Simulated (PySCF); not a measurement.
# Diatomics of Si with group 15

CCSD(T) with double-zeta basis sets in PySCF, for the lowest determinant that a PBE0 search found; no spin–orbit coupling. De refers to high-spin ground-configuration atoms.

| M | basis | reference, frozen orbitals | state (unpaired electrons) | Re (Å) | ωe (cm⁻¹) | De (eV) |
| --- | --- | --- | --- | --- | --- | --- |
| N | def2-SVP | ROHF, 6 | doublet (σ ↑) | 1.598 | 1126 | 3.85 |
| P | def2-SVP | ROHF, 10 | doublet (π ↑) | 2.098 | 609 | 2.94 |
| As | cc-pV(D+d)Z/cc-pVDZ-PP | ROHF, 9 | doublet (π ↑) | 2.212 | 472 | 2.60 |
| Bi | def2-SVP | UHF, 9 | doublet (π ↑) | 2.507 | 354 | 1.94 |

The shortest bond is that of SiN (1.598 Å), the longest that of SiBi (2.507 Å). SiN is bound most strongly (3.85 eV) and SiBi least (1.94 eV).

The rows differ in basis set, which adds steps of its own.

The state changes along the series, so neighbouring rows are not always alike in their bonding.

Correlated steps freeze the inner cores (6 to 10 orbitals); shallow outer-core shells are correlated. UHF and ROHF references stand side by side, which adds small steps between rows. Correlated levels converge slowly with the basis: in double zeta they bind strong bonds too weakly, by up to about 1 eV, and carry superposition errors of some tenths. Spin–orbit coupling is left out, which matters for elements this heavy, above all for dissociation energies. The CCSD T1 diagnostic is raised in SiN, a sign that a single reference may not be enough there. States were picked by a PBE0 search and need not be the measured ground states.
